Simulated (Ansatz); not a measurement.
Start from `C=CCO` and change one atom or group to get `C=C[CH2][InH2]`.

Ansatz, PBE0-D4/def2-TZVP geometries, multiplicity 1. Each molecule was computed in one conformer, which needn't be the lowest.

Elements past krypton have def2 core potentials.

```json
{"property": "HOMO energy (B3LYP/def2-TZVPP) / eV", "`C=CCO`": "-7.47"}
{"property": "size of the dipole moment (ωB97M-V/def2-TZVPP) / D", "`C=CCO`": "1.53"}
{"property": "ideal-gas entropy at 298 K and 1 bar (rigid rotor, harmonic PBE0-D4/def2-TZVP) / J/(mol·K)", "`C=CCO`": "291"}
{"property": "size of the dipole moment (PBE/def2-TZVPP) / D", "`C=CCO`": "1.39"}
{"property": "LUMO energy (ωB97M-V/def2-TZVPP) / eV", "`C=CCO`": "2.00"}
{"property": "HOMO–LUMO gap (ωB97M-V/def2-TZVPP) / eV", "`C=CCO`": "12.00"}
```

(1) What does the change do to each property? (Estimate.)

## Answers

(1) Computed: 
```json
{"property": "HOMO energy (B3LYP/def2-TZVPP) / eV", "`C=C[CH2][InH2]`": "-6.21", "shift": "1.26"}
{"property": "size of the dipole moment (ωB97M-V/def2-TZVPP) / D", "`C=C[CH2][InH2]`": "0.64", "shift": "-0.89"}
{"property": "ideal-gas entropy at 298 K and 1 bar (rigid rotor, harmonic PBE0-D4/def2-TZVP) / J/(mol·K)", "`C=C[CH2][InH2]`": "335", "shift": "44"}
{"property": "size of the dipole moment (PBE/def2-TZVPP) / D", "`C=C[CH2][InH2]`": "0.71", "shift": "-0.68"}
{"property": "LUMO energy (ωB97M-V/def2-TZVPP) / eV", "`C=C[CH2][InH2]`": "0.38", "shift": "-1.62"}
{"property": "HOMO–LUMO gap (ωB97M-V/def2-TZVPP) / eV", "`C=C[CH2][InH2]`": "8.81", "shift": "-3.19"}
```

With PBE0 the HOMO rises by 1.30 eV and the LUMO falls by 0.95 eV, so the gap narrows by about 2.25 eV. PBE moves the HOMO by 0.80 eV and ωB97M-V by 1.57 eV. The zero-point energy changes by -10.6 kJ/mol with +3 modes. Dipoles are sizes alone; their direction can turn.

B3LYP here is the variant with VWN-RPA as its local correlation; programs differ in this.
